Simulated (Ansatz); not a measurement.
Two structures of GaH5O3, singlet, reached by relaxing down either side of one saddle point (PBE0-D4/def2-TZVP). Energies are electronic, without zero-point energy. Computed with Ansatz 0.2.0 (basis: def2-TZVPP and def2-QZVPP); correlated methods freeze the cores. Filled d shells of the heavier atoms are correlated. The def2 sets are not built for correlating such inner shells, so the correlated values are less sure here. Extrapolation: Hartree–Fock as exp(−7.88 √X), correlation as X^−2.97. First:

Ga1  (-1.070, -0.314, 0.202)
O2  (0.483, -1.275, 0.493)
H3  (-1.755, -0.650, -1.163)
H4  (-1.707, 0.292, 1.493)
H5  (1.435, -0.025, 0.009)
O6  (1.577, 0.911, -0.329)
O7  (0.216, 1.260, -0.578)
H8  (0.645, -1.463, 1.419)
H9  (0.174, 1.264, -1.544)
(Å)

Second:

```xyz
9
angstrom
Ga -1.1097 -0.5000 -0.1858
O 0.7996 -0.9652 0.5931
H -1.5660 -1.6518 -1.1319
H -1.7739 -0.0176 1.1513
H 1.1536 -0.0637 0.3843
O -0.2358 0.8256 -1.1843
O 0.6942 1.4654 -0.2749
H 0.8026 -1.0480 1.5515
H 1.2354 1.9551 -0.9032
```

(1) Which bonds change from the first to the second?

(2) Give the saddle point's structure and its height above each. (An estimate is asked for; the value comes from the calculation.)

T1 diagnostic: at most 0.015.

Answers

(1) GaH₅O₃ ([OH][OH][GaH2][OH]) → GaH₅O₃ ([OH][O][GaH2][OH2]); bonds formed: Ga1–O6, O2–H5; bonds broken: Ga1–O7, H5–O6; bonds weakened to dative contacts: Ga1–O2.

(2) Computed: 19.10 kcal/mol above the first and 18.58 kcal/mol above the second (CCSD(T) at an estimated basis limit (MP2 extrapolated from triple and quadruple zeta, plus CCSD(T) − MP2 in triple zeta)).
Ga1  (-0.897, -0.240, -0.066)
O2  (0.653, -1.287, 0.747)
H3  (-1.490, -0.829, -1.375)
H4  (-1.630, 0.200, 1.252)
H5  (1.192, -0.597, 0.168)
O6  (1.045, 0.377, -0.934)
O7  (0.250, 1.474, -0.350)
H8  (0.790, -1.122, 1.685)
H9  (0.088, 2.024, -1.126)
(Å)

Labels in which every atom is bracketed show which atoms are joined, not bond orders.

For scale, one of the runs: CCSD(T)/def2-TZVPP, 211 basis functions, launched by `ansatz run in.yaml --threads 4 --pin off --events-out ev --progress --plain --max-ram 9574MiB`. The run took 120 s on 4 CPU threads of an Arm Neoverse V1 (shared host), with 3.2 GiB of host memory at its peak.
